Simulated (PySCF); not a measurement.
CH8O3Si2, SMILES O[C@H]([SiH3])[SiH](O)O.

The structure is a stationary point at r2SCAN-D4/def2-SVP. The structure was generated by enumeration; whether it is a known compound was not checked. Other conformers were not sampled.

Method: PySCF with PBE/def2-TZVP.

Gas-phase values at a fixed geometry.

Computed frontier levels, gap, dipole moment and polarisability:
```
Item                                                                                                            Value
---------------------------------------------------------------------------------------------  ----------------------
highest occupied level                                                                                       -6.07 eV
lowest empty level                                                                                           -0.75 eV
orbital gap                                                                                                   5.32 eV
dipole moment                                                                                                  3.48 D
quadrupole, principal values (traceless, Buckingham form, about the centre of nuclear charge)  -8.40, -1.10, 9.50 D·Å
mean static polarisability                                                                      77.5 bohr³ (11.49 Å³)
polarisability, principal values                                                               68.0, 76.2, 88.5 bohr³
```
